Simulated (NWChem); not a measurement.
System: C2H6ClFSi; SMILES F[C@@H](Cl)C[SiH3]

NWChem input:

```
start job
memory heap 200 mb stack 900 mb global 1100 mb
geometry units angstroms noautosym nocenter noautoz
  F     -1.004698     0.890590     0.838592
  C     -0.578103     0.815329    -0.463276
  Cl     1.057056     1.607210    -0.572356
  C     -0.533097    -0.631012    -0.915366
  Si     0.291896    -1.846281     0.308836
  H     -1.236447     1.443852    -1.066884
  H     -0.044273    -0.692007    -1.892998
  H     -1.570858    -0.963717    -1.057532
  H     -0.599596    -2.100177     1.468619
  H      0.498583    -3.129521    -0.416364
  H      1.599761    -1.340697     0.790029
end
basis spherical
  F library 6-31g*
  C library 6-31g*
  Cl library 6-31g*
  Si library 6-31g*
  H library 6-31g*
end
dft
  xc hfexch
  iterations 150
  mulliken
end
task dft energy
esp
  recalculate
  probe 0.07
  range 0.3
  factor 1.0
  spacing 0.02
end
task esp
```

Excerpt of the output:

```
             Northwest Computational Chemistry Package (NWChem) 7.3.0
             --------------------------------------------------------

                             Geometry "geometry" -> ""
                             -------------------------

 Output coordinates in angstroms (scale by  1.889725989 to convert to a.u.)

  No.       Tag          Charge          X              Y              Z
 ---- ---------------- ---------- -------------- -------------- --------------
    1 F                    9.0000    -1.00469800     0.89059000     0.83859200
    2 C                    6.0000    -0.57810300     0.81532900    -0.46327600
    3 Cl                  17.0000     1.05705600     1.60721000    -0.57235600
    4 C                    6.0000    -0.53309700    -0.63101200    -0.91536600
    5 Si                  14.0000     0.29189600    -1.84628100     0.30883600
    6 H                    1.0000    -1.23644700     1.44385200    -1.06688400
    7 H                    1.0000    -0.04427300    -0.69200700    -1.89299800
    8 H                    1.0000    -1.57085800    -0.96371700    -1.05753200
    9 H                    1.0000    -0.59959600    -2.10017700     1.46861900
   10 H                    1.0000     0.49858300    -3.12952100    -0.41636400
   11 H                    1.0000     1.59976100    -1.34069700     0.79002900

 Effective nuclear repulsion energy (a.u.)     290.8307338749

  xc_inp: hfexch multiplicative factor not found.

                                 NWChem DFT Module
                                 -----------------

 Summary of "ao basis" -> "ao basis" (spherical)
 ------------------------------------------------------------------------------
       Tag                 Description            Shells   Functions and Types
 ---------------- ------------------------------  ------  ---------------------
 F                           6-31g*                  6       14   3s2p1d
 C                           6-31g*                  6       14   3s2p1d
 Cl                          6-31g*                  8       18   4s3p1d
 Si                          6-31g*                  8       18   4s3p1d
 H                           6-31g*                  2        2   2s

            General Information
            -------------------
          SCF calculation type: DFT
          Wavefunction type:  closed shell.
          No. of atoms     :    11
          No. of electrons :    58
           Alpha electrons :    29
            Beta electrons :    29
          Charge           :     0
          Spin multiplicity:     1
          Use of symmetry is: off; symmetry adaption is: off
          Maximum number of iterations: 150
          AO basis - number of functions:    90
                     number of shells:    46
          Convergence on energy requested:  1.00D-06
          Convergence on density requested:  1.00D-05
          Convergence on gradient requested:  5.00D-04

              XC Information
              --------------
                     Hartree-Fock (Exact) Exchange  1.000

      Superposition of Atomic Density Guess
      -------------------------------------

 Sum of atomic energies:        -925.95012579

      Non-variational initial energy
      ------------------------------

 Total energy =    -927.841409
 1-e energy   =   -1858.341723
 2-e energy   =     639.669580
 HOMO         =      -0.339579
 LUMO         =       0.081600

     ---------------------------------------------
      Total Density - Mulliken Population Analysis
     ---------------------------------------------

    Atom       Charge   Shell Charges
 -----------   ------   -------------------------------------------------------
    1 F    9     9.48   2.00  0.95  3.41  1.01  2.11  0.01
    2 C    6     5.38   2.00  0.66  1.40  0.56  0.69  0.07
    3 Cl  17    17.29   2.00  2.00  5.98  1.39  3.68  0.54  1.69  0.01
    4 C    6     6.76   2.00  0.72  2.04  0.68  1.29  0.02
    5 Si  14    13.60   2.00  2.00  5.97  0.98  1.70  0.31  0.52  0.12
    6 H    1     0.82   0.49  0.33
    7 H    1     0.75   0.45  0.29
    8 H    1     0.74   0.45  0.29
    9 H    1     1.06   0.48  0.59
   10 H    1     1.07   0.48  0.59
   11 H    1     1.06   0.47  0.58

   convergence    iter        energy       DeltaE   RMS-Dens  Diis-err
 ---------------- ----- ----------------- --------- --------- ---------
 d= 0,ls=0.0,diis     1   -926.9483107978 -1.22D+03  8.52D-03  6.68D-01
 d= 0,ls=0.0,diis     2   -927.0242117727 -7.59D-02  3.14D-03  2.24D-01
 d= 0,ls=0.0,diis     3   -927.0478283717 -2.36D-02  1.16D-03  6.08D-03
 d= 0,ls=0.0,diis     4   -927.0492208150 -1.39D-03  2.80D-04  4.42D-04
 d= 0,ls=0.0,diis     5   -927.0492984319 -7.76D-05  1.16D-04  3.88D-05
  Resetting Diis
 d= 0,ls=0.0,diis     6   -927.0493078289 -9.40D-06  3.61D-05  2.21D-06
 d= 0,ls=0.0,diis     7   -927.0493085986 -7.70D-07  6.36D-06  1.89D-07

         Total DFT energy =     -927.049308598645
      One electron energy =    -1860.738414903623
           Coulomb energy =      713.414437726962
    Exchange-Corr. energy =      -70.556065296873
 Nuclear repulsion energy =      290.830733874890

 Numeric. integr. density =        0.000000000000

                       DFT Final Molecular Orbital Analysis
                       ------------------------------------

 Vector   27  Occ=2.000000D+00  E=-4.683664D-01
              MO Center=  5.4D-02, -3.2D-01, -4.4D-01, r^2= 3.8D+00
   Bfn.  Coefficient  Atom+Function         Bfn.  Coefficient  Atom+Function
  ----- ------------  ---------------      ----- ------------  ---------------
    36      0.356516   3 Cl py               51      0.260267   4 C  pz
    49      0.216424   4 C  px               69     -0.197893   5 Si pz
    55      0.193997   4 C  pz               40      0.192249   3 Cl py
    68      0.184124   5 Si py               52      0.164961   4 C  s
    53      0.150731   4 C  px               32     -0.137749   3 Cl py

 Vector   28  Occ=2.000000D+00  E=-4.578885D-01
              MO Center=  9.0D-01,  1.3D+00, -4.8D-01, r^2= 2.5D+00
   Bfn.  Coefficient  Atom+Function         Bfn.  Coefficient  Atom+Function
  ----- ------------  ---------------      ----- ------------  ---------------
    37      0.659983   3 Cl pz               41      0.369973   3 Cl pz
    33     -0.254389   3 Cl pz               36      0.174231   3 Cl py
    40      0.103753   3 Cl py               90     -0.090223  11 H  s
    67     -0.079117   5 Si px               49      0.070979   4 C  px
    50      0.069658   4 C  py               89     -0.069108  11 H  s

 Vector   29  Occ=2.000000D+00  E=-4.437531D-01
              MO Center=  6.2D-01,  9.3D-01, -5.1D-01, r^2= 3.3D+00
   Bfn.  Coefficient  Atom+Function         Bfn.  Coefficient  Atom+Function
  ----- ------------  ---------------      ----- ------------  ---------------
    36      0.504639   3 Cl py               35     -0.310165   3 Cl px
    40      0.298089   3 Cl py               32     -0.194160   3 Cl py
    50      0.181450   4 C  py               39     -0.174685   3 Cl px
    18     -0.159689   2 C  py               80     -0.149120   6 H  s
    54      0.133518   4 C  py               67      0.133802   5 Si px

 Vector   30  Occ=0.000000D+00  E= 1.542955D-01
              MO Center=  4.5D-01, -2.1D+00,  4.2D-01, r^2= 5.1D+00
   Bfn.  Coefficient  Atom+Function         Bfn.  Coefficient  Atom+Function
  ----- ------------  ---------------      ----- ------------  ---------------
    73      1.078714   5 Si pz               52      1.057929   4 C  s
    72     -0.789272   5 Si py               71      0.575434   5 Si px
    54     -0.404797   4 C  py               86     -0.370527   9 H  s
    20      0.362560   2 C  s                90     -0.315236  11 H  s
    70     -0.183563   5 Si s                39      0.152731   3 Cl px

 Vector   31  Occ=0.000000D+00  E= 1.702663D-01
              MO Center=  5.2D-02, -2.5D-01, -3.4D-01, r^2= 6.6D+00
   Bfn.  Coefficient  Atom+Function         Bfn.  Coefficient  Atom+Function
  ----- ------------  ---------------      ----- ------------  ---------------
    20      1.064556   2 C  s                71     -0.896512   5 Si px
    90      0.773683  11 H  s                39      0.646455   3 Cl px
    21      0.483100   2 C  px               38     -0.483903   3 Cl s
    72     -0.457757   5 Si py               80     -0.399842   6 H  s
    88     -0.342275  10 H  s                86     -0.312582   9 H  s

 Vector   32  Occ=0.000000D+00  E= 1.947117D-01
              MO Center=  6.7D-01, -1.5D+00, -1.2D-02, r^2= 4.9D+00
   Bfn.  Coefficient  Atom+Function         Bfn.  Coefficient  Atom+Function
  ----- ------------  ---------------      ----- ------------  ---------------
    71      1.133443   5 Si px               73     -1.053810   5 Si pz
    86      1.044900   9 H  s                88     -0.845404  10 H  s
    20      0.419848   2 C  s                90     -0.416624  11 H  s
    72     -0.394489   5 Si py               80     -0.336468   6 H  s
    70      0.206768   5 Si s                55      0.195592   4 C  pz

     ---------------------------------------------
      Total Density - Mulliken Population Analysis
     ---------------------------------------------

    Atom       Charge   Shell Charges
 -----------   ------   -------------------------------------------------------
    1 F    9     9.41   2.00  0.93  3.29  1.05  2.13  0.02
    2 C    6     5.77   2.00  0.67  1.80  0.55  0.65  0.10
    3 Cl  17    17.10   2.00  2.00  5.98  1.36  3.57  0.59  1.58  0.03
    4 C    6     6.66   2.00  0.64  2.05  0.72  1.21  0.04
    5 Si  14    13.29   2.00  2.00  5.98  0.91  1.81  0.19  0.21  0.19
    6 H    1     0.78   0.53  0.24
    7 H    1     0.79   0.51  0.27
    8 H    1     0.79   0.51  0.28
    9 H    1     1.14   0.50  0.63
   10 H    1     1.15   0.50  0.65
   11 H    1     1.13   0.50  0.63

     -------------------------------------------
      Total Density - Lowdin Population Analysis
     -------------------------------------------

    Atom       Charge   Shell Charges
 -----------   ------   -------------------------------------------------------
    1 F    9     9.20   1.99  0.93  3.18  0.83  2.23  0.03
    2 C    6     5.93   1.99  0.54  1.65  0.42  1.14  0.20
    3 Cl  17    17.06   2.00  1.99  5.91  1.15  3.34  0.69  1.95  0.03
    4 C    6     6.47   1.99  0.55  1.90  0.45  1.51  0.07
    5 Si  14    13.60   2.00  1.98  5.89  0.65  1.66  0.37  0.81  0.24
    6 H    1     0.86   0.52  0.34
    7 H    1     0.84   0.49  0.35
    8 H    1     0.84   0.49  0.35
    9 H    1     1.07   0.50  0.57
   10 H    1     1.08   0.50  0.57
   11 H    1     1.06   0.50  0.56

     Multipole analysis of the density
     ---------------------------------

     L   x y z        total         alpha         beta         nuclear
     -   - - -        -----         -----         ----         -------
     0   0 0 0     -0.000000    -29.000000    -29.000000     58.000000

     1   1 0 0     -0.562736     -5.000188     -5.000188      9.437639
     1   0 1 0     -0.425577     -3.816100     -3.816100      7.206623
     1   0 0 1     -0.727379      7.484345      7.484345    -15.696068

     2   2 0 0    -33.793751    -88.584061    -88.584061    143.374371
     2   1 1 0     -0.986737    -17.968874    -17.968874     34.951010
     2   1 0 1      1.992777     16.764867     16.764867    -31.536956
     2   0 2 0    -35.571295   -240.345238   -240.345238    445.119181
     2   0 1 1     -0.486567     31.453394     31.453394    -63.393354
     2   0 0 2    -33.774843    -67.494793    -67.494793    101.214743

                     NWChem Electrostatic Potential Fit Module
                     -----------------------------------------

 Atom parameters

 Number of atoms is                                   11
 Number of basis functions is                         90

 Grid parameters

 Maximum number of grid points is                  44402
 Number of grid points is                          44401
 Grid range                                     0.300000 nm
 Grid spacing                                   0.020000 nm
 Probe radius                                   0.070000 nm
 Atom radius factor                             1.000000

 Atomic radii

    1    0.100000
    6    0.147000
    9    0.128000
   14    0.187000
   17    0.169000
 FASTESP  F
  using M.O. file = ./job.movecs

    Atom              Coordinates                           Charge

                                                  ESP

    1 F    -0.100470    0.089059    0.083859   -0.296486
    2 C    -0.057810    0.081533   -0.046328    0.510968
    3 Cl    0.105706    0.160721   -0.057236   -0.257321
    4 C    -0.053310   -0.063101   -0.091537   -0.174825
    5 Si    0.029190   -0.184628    0.030884    0.564800
    6 H    -0.123645    0.144385   -0.106688    0.016163
    7 H    -0.004427   -0.069201   -0.189300    0.034632
    8 H    -0.157086   -0.096372   -0.105753    0.043039
    9 H    -0.059960   -0.210018    0.146862   -0.143393
   10 H     0.049858   -0.312952   -0.041636   -0.158975
   11 H     0.159976   -0.134070    0.079003   -0.138602
                                            ------------
                                                0.000000

 Dipole moment                                  1.054710

 Quadrupole moment Qxx                          0.932966
                   Qyy                         -4.639042
                   Qzz                          3.706076

 RMS deviation kJ/mol                           0.061210

 RRMS %                                        30.267245
```

Level: Hartree-Fock/6-31G* (spherical d). The geometry was optimised at B3LYP/6-31G* (spherical d).
